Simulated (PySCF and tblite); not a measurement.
Results of a calculation; reference values are marked as such.
C₄H₅FO₂, numbered as in [CH3:1][O:2][C:3](=[O:4])/[CH:5]=[CH:6]/[F:7].

Search: ETKDG, MMFF94s, GFN2-xTB, 90 starts; geometries at GFN2-xTB. Free energies are TPSS-D3(BJ)/def2-TZVP single points with GFN2-xTB rigid-rotor and vibrational terms (modes under about 100 cm⁻¹ blended into free rotors). Symmetry numbers and mirror images are counted. Conformers within 2.5 kcal/mol (GFN2-xTB free energy) were kept, 6 at most. (PySCF 2.14, tblite 0.8.)

Rotational constants are equilibrium values for the commonest isotopes; dipoles come from the energy level named.

Torsions listed: C1–O2–C3–O4, O2–C3–C5–C6.

```json
{"conformer": "1", "shape": "0°, 180°", "symmetry": "Cs"}
{"conformer": "2", "shape": "0°, 0°", "symmetry": "Cs"}
```

Problem. Give the rotational constants and dipole components, as needed to look for these species in a jet-cooled rotational spectrum.

Solution. 
| conformer | A (MHz) | B (MHz) | C (MHz) | abs μa (D) | abs μb (D) | abs μc (D) | κ | Ic−Ia−Ib (u Å²) |
| --- | --- | --- | --- | --- | --- | --- | --- | --- |
| 1 | 9737 | 1218 | 1090 | 0.99 | 1.11 | 0.00 | -0.97 | -3.2 |
| 2 | 6599 | 1393 | 1158 | 0.24 | 2.27 | 0.00 | -0.91 | -3.2 |

The minima are those of GFN2-xTB; planar forms about aryl–S or allylic bonds may be saddles in DFT.
